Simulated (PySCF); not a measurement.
C₂H₅O (SMILES [CH2]OC), doublet, at a GFN2-xTB geometry; CCSD(T)/STO-3G run with PySCF.

The PySCF input:
```python
from pyscf import gto, scf, cc

mol = gto.M(
    atom='''
C     0.031253    1.181916   -0.338547
O     0.244578    0.109335    0.472470
C    -0.155948   -1.132882   -0.040575
H     0.251414    2.121788    0.125724
H    -0.688309    1.107007   -1.134827
H     0.026173   -1.870495    0.739352
H    -1.220492   -1.130349   -0.301951
H     0.422761   -1.396837   -0.933325
''',
    basis='sto-3g',
    charge=0,
    spin=1,
    verbose=4,
)

mf = scf.UHF(mol)
mf.kernel()

mycc = cc.CCSD(mf)
mycc.conv_tol = 1e-9
mycc.kernel()
et = mycc.ccsd_t()
print('E(CCSD(T)) = %.10f' % (mycc.e_tot + et))
mf.analyze()
```

The log (banner, timings and long lists left out):

```
PySCF version 2.14.0

[INPUT] verbose = 4
[INPUT] num. atoms = 8
[INPUT] num. electrons = 25
[INPUT] charge = 0
[INPUT] spin (= nelec alpha-beta = 2S) = 1
[INPUT] symmetry False subgroup None
[INPUT] Mole.unit = angstrom
[INPUT] Symbol           X                Y                Z      unit          X                Y                Z       unit  Magmom
[INPUT]  1 C      0.031253000000   1.181916000000  -0.338547000000 AA    0.059059610571   2.233497542241  -0.639761110293 Bohr   0.0
[INPUT]  2 O      0.244578000000   0.109335000000   0.472470000000 AA    0.462185436094   0.206613205829   0.892838902073 Bohr   0.0
[INPUT]  3 C     -0.155948000000  -1.132882000000  -0.040575000000 AA   -0.294699009674  -2.140836711450  -0.076675637504 Bohr   0.0
[INPUT]  4 H      0.251414000000   2.121788000000   0.125724000000 AA    0.475103603881   4.009598214389   0.237583927285 Bohr   0.0
[INPUT]  5 H     -0.688309000000   1.107007000000  -1.134827000000 AA   -1.300715499073   2.091940047976  -2.144512228762 Bohr   0.0
[INPUT]  6 H      0.026173000000  -1.870495000000   0.739352000000 AA    0.049459801858  -3.534723267368   1.397172789649 Bohr   0.0
[INPUT]  7 H     -1.220492000000  -1.130349000000  -0.301951000000 AA   -2.306395617223  -2.136050035176  -0.570604693039 Bohr   0.0
[INPUT]  8 H      0.422761000000  -1.396837000000  -0.933325000000 AA    0.798902506147  -2.639639370659  -1.763728635210 Bohr   0.0

nuclear repulsion = 77.5474144987507
number of shells = 14
number of NR pGTOs = 60
number of NR cGTOs = 20
basis = sto-3g
ecp = {}

******** <class 'pyscf.scf.uhf.UHF'> ********
method = UHF
initial guess = minao
damping factor = 0
level_shift factor = 0
DIIS = <class 'pyscf.scf.diis.CDIIS'>
diis_start_cycle = 1
diis_space = 8
diis_damp = 0
SCF conv_tol = 1e-09
SCF conv_tol_grad = None
SCF max_cycles = 50
direct_scf = True
direct_scf_tol = 1e-13
number electrons alpha = 13  beta = 12
Set gradient conv threshold to 3.16228e-05
init E= -151.813850752267

cycle= 1 E= -151.448269227229  delta_E= 0.366  |g|= 0.244  |ddm|= 2.38
cycle= 2 E= -151.489392737625  delta_E= -0.0411  |g|= 0.0753  |ddm|= 0.373
cycle= 3 E= -151.493761676202  delta_E= -0.00437  |g|= 0.0261  |ddm|= 0.108
cycle= 4 E= -151.494824385078  delta_E= -0.00106  |g|= 0.0112  |ddm|= 0.0585
cycle= 5 E= -151.495116754528  delta_E= -0.000292  |g|= 0.00435  |ddm|= 0.0357
cycle= 6 E= -151.495162150898  delta_E= -4.54e-05  |g|= 0.000944  |ddm|= 0.0189
cycle= 7 E= -151.495163516864  delta_E= -1.37e-06  |g|= 0.000413  |ddm|= 0.00225
cycle= 8 E= -151.495163854948  delta_E= -3.38e-07  |g|= 0.000158  |ddm|= 0.00134
cycle= 9 E= -151.495163912482  delta_E= -5.75e-08  |g|= 4.3e-05  |ddm|= 0.000681
cycle= 10 E= -151.495163916366  delta_E= -3.88e-09  |g|= 1.72e-05  |ddm|= 0.000157
cycle= 11 E= -151.495163917016  delta_E= -6.49e-10  |g|= 6.25e-06  |ddm|= 6.35e-05
Extra cycle  E= -151.495163917066  delta_E= -5.03e-11  |g|= 3.99e-06  |ddm|= 1.03e-05
converged SCF energy = -151.495163917066  <S^2> = 0.75952107  2S+1 = 2.0094985

******** <class 'pyscf.cc.uccsd.UCCSD'> ********
CC2 = 0
CCSD nocc = (np.int64(13), np.int64(12)), nmo = (20, 20)
max_cycle = 50
direct = 0
conv_tol = 1e-09
conv_tol_normt = 1e-06
diis_space = 6
diis_start_cycle = 0
diis_start_energy_diff = 1e+09
Init t2, MP2 energy = -0.126532638916833
Init E_corr(UCCSD) = -0.126532638930282
cycle = 1  E_corr(UCCSD) = -0.153877423611571  dE = -0.0273447847  norm(t1,t2) = 0.0721506
cycle = 2  E_corr(UCCSD) = -0.163425498759439  dE = -0.00954807515  norm(t1,t2) = 0.030169
cycle = 3  E_corr(UCCSD) = -0.170034589699414  dE = -0.00660909094  norm(t1,t2) = 0.0163981
cycle = 4  E_corr(UCCSD) = -0.170099264834713  dE = -6.46751353e-05  norm(t1,t2) = 0.00468657
cycle = 5  E_corr(UCCSD) = -0.169952608699619  dE = 0.000146656135  norm(t1,t2) = 0.00190074
cycle = 6  E_corr(UCCSD) = -0.169953581957562  dE = -9.73257943e-07  norm(t1,t2) = 0.000503943
cycle = 7  E_corr(UCCSD) = -0.169942554100027  dE = 1.10278575e-05  norm(t1,t2) = 0.000152363
cycle = 8  E_corr(UCCSD) = -0.169942493833758  dE = 6.02662693e-08  norm(t1,t2) = 6.06701e-05
cycle = 9  E_corr(UCCSD) = -0.169941677775201  dE = 8.16058556e-07  norm(t1,t2) = 2.43426e-05
cycle = 10  E_corr(UCCSD) = -0.169941282400555  dE = 3.95374647e-07  norm(t1,t2) = 8.96613e-06
cycle = 11  E_corr(UCCSD) = -0.169940966381902  dE = 3.16018653e-07  norm(t1,t2) = 2.9662e-06
cycle = 12  E_corr(UCCSD) = -0.169940783989227  dE = 1.82392674e-07  norm(t1,t2) = 1.23671e-06
cycle = 13  E_corr(UCCSD) = -0.169940761307923  dE = 2.26813043e-08  norm(t1,t2) = 5.13062e-07
cycle = 14  E_corr(UCCSD) = -0.169940786309478  dE = -2.50015552e-08  norm(t1,t2) = 2.18222e-07
cycle = 15  E_corr(UCCSD) = -0.169940793020774  dE = -6.71129588e-09  norm(t1,t2) = 7.72103e-08
cycle = 16  E_corr(UCCSD) = -0.169940792299835  dE = 7.20939225e-10  norm(t1,t2) = 4.53606e-08
UCCSD converged
E(UCCSD) = -151.6651047093661  E_corr = -0.1699407922998349
UCCSD(T) correction = -0.002004055747989
E(CCSD(T)) = -151.6671087651
**** SCF Summaries ****
Total Energy =                        -151.495163917066293
Nuclear Repulsion Energy =              77.547414498750655
One-electron Energy =                 -360.686546883671895
Two-electron Energy =                  131.643968467854933
Two-electron Coulomb Energy =          152.170938019562897
DFT Exchange-Correlation Energy =      -20.526969551707964
**** MO energy ****
                             alpha | beta                alpha | beta
MO #1   energy= -20.2925160404535  | -20.2891558395237  occ= 1 | 1
MO #2   energy= -11.1025970049518  | -11.1028424132467  occ= 1 | 1
MO #3   energy= -11.0436416505293  | -11.0153511033176  occ= 1 | 1
MO #4   energy= -1.33419564867697  | -1.31536037251799  occ= 1 | 1
MO #5   energy= -0.930772626718347 | -0.907734523321717 occ= 1 | 1
MO #6   energy= -0.823300739537772 | -0.765357187872736 occ= 1 | 1
MO #7   energy= -0.619004413057583 | -0.60915932432015  occ= 1 | 1
MO #8   energy= -0.610494824937764 | -0.588570005839297 occ= 1 | 1
MO #9   energy= -0.59015539290817  | -0.577039049862114 occ= 1 | 1
MO #10  energy= -0.500816138688375 | -0.493629188142152 occ= 1 | 1
MO #11  energy= -0.463426401319235 | -0.398012852892485 occ= 1 | 1
MO #12  energy= -0.399899852195926 | -0.364977715931093 occ= 1 | 1
MO #13  energy= -0.260600395037777 | 0.338154367764805  occ= 1 | 0
MO #14  energy= 0.571021554319927  | 0.589620689374146  occ= 0 | 0
MO #15  energy= 0.642173122437381  | 0.667743048322705  occ= 0 | 0
MO #16  energy= 0.686757155123029  | 0.693602786451234  occ= 0 | 0
MO #17  energy= 0.689339071861662  | 0.703736781660337  occ= 0 | 0
MO #18  energy= 0.721129707241386  | 0.729813880975532  occ= 0 | 0
MO #19  energy= 0.743029534665975  | 0.769870870473974  occ= 0 | 0
MO #20  energy= 0.850797682058343  | 0.876823429263173  occ= 0 | 0

To work with the spin densities directly, `use mulliken_meta_spin()` only printing them here.

 ** Mulliken spin pop alpha/beta on meta-lowdin orthogonal AOs **
 ** Mulliken Spin Density (per AO)  **
spin_pop of  0 C 1s       -0.00003
spin_pop of  0 C 2s        0.09964
spin_pop of  0 C 2px       0.59607
spin_pop of  0 C 2py       0.04654
spin_pop of  0 C 2pz       0.28744
spin_pop of  1 O 1s       -0.00000
spin_pop of  1 O 2s        0.00476
spin_pop of  1 O 2px       0.07533
spin_pop of  1 O 2py      -0.01512
spin_pop of  1 O 2pz       0.01544
spin_pop of  2 C 1s        0.00000
spin_pop of  2 C 2s       -0.00128
spin_pop of  2 C 2px      -0.00157
spin_pop of  2 C 2py      -0.00451
spin_pop of  2 C 2pz      -0.00117
spin_pop of  3 H 1s       -0.05515
spin_pop of  4 H 1s       -0.05261
spin_pop of  5 H 1s       -0.00135
spin_pop of  6 H 1s        0.00310
spin_pop of  7 H 1s        0.00446
 ** Mulliken Spin Density (per atom)  **
spin density of  0 C =      1.02966
spin density of  1 O =      0.08041
spin density of  2 C =     -0.00853
spin density of  3 H =     -0.05515
spin density of  4 H =     -0.05261
spin density of  5 H =     -0.00135
spin density of  6 H =      0.00310
spin density of  7 H =      0.00446
 ** Mulliken pop alpha/beta on meta-lowdin orthogonal AOs **
 ** Mulliken pop       alpha | beta **
pop of  0 C 1s        0.99991 | 0.99994
pop of  0 C 2s        0.58924 | 0.48960
pop of  0 C 2px       0.82957 | 0.23350
pop of  0 C 2py       0.47694 | 0.43040
pop of  0 C 2pz       0.63112 | 0.34368
pop of  1 O 1s        0.99995 | 0.99995
pop of  1 O 2s        0.83204 | 0.82727
pop of  1 O 2px       0.93855 | 0.86322
pop of  1 O 2py       0.54479 | 0.55991
pop of  1 O 2pz       0.79952 | 0.78408
pop of  2 C 1s        0.99991 | 0.99990
pop of  2 C 2s        0.51340 | 0.51469
pop of  2 C 2px       0.51755 | 0.51911
pop of  2 C 2py       0.44619 | 0.45070
pop of  2 C 2pz       0.51623 | 0.51741
pop of  3 H 1s        0.45486 | 0.51001
pop of  4 H 1s        0.46131 | 0.51391
pop of  5 H 1s        0.47665 | 0.47800
pop of  6 H 1s        0.48612 | 0.48303
pop of  7 H 1s        0.48615 | 0.48169
In total            13.00000 | 12.00000
 ** Mulliken atomic charges   ( Nelec_alpha | Nelec_beta ) **
charge of  0C =     -0.02391  (     3.52679      2.49712 )
charge of  1O =     -0.14927  (     4.11484      4.03443 )
charge of  2C =      0.00491  (     2.99328      3.00181 )
charge of  3H =      0.03513  (     0.45486      0.51001 )
charge of  4H =      0.02478  (     0.46131      0.51391 )
charge of  5H =      0.04535  (     0.47665      0.47800 )
charge of  6H =      0.03085  (     0.48612      0.48303 )
charge of  7H =      0.03216  (     0.48615      0.48169 )
Dipole moment(X, Y, Z, Debye): -0.71156, -0.51618, -0.87964
```
